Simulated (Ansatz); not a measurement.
A run of Ansatz (development build ahead of 0.2.0) on quintet CuBSi at this shape:

```xyz
3

Cu    0.0000    0.0000    0.0000
B     0.0000    1.9872    0.0000
Si    0.0000   -2.2356    0.0000
```

Its results:

```
Converged                       : yes
Total energy                    : -1954.27866 hartree
Spin squared of the determinant : 6.021
Stability test                  : minimum
```

Task: Which input gives this output? Name the method, the orbitals and the basis set, and write the input.

Result: PBE0 (unrestricted) in pcseg-2.

```yaml
crystal:
  periodic: [false, false, false]
  atoms:
    - { symbol: Cu, position_ang: [0.0, 0.0, 0.0] }
    - { symbol: B, position_ang: [0.0, 1.9872, 0.0] }
    - { symbol: Si, position_ang: [0.0, -2.2356, 0.0] }
basis:
  gaussian: { orbitals: pcseg-2 }
magnetization:
  spin_polarized: true
  initial_magnetization: 4
hamiltonian:
  xc: pbe0
```

Caution: other spin multiplicities may lie lower.
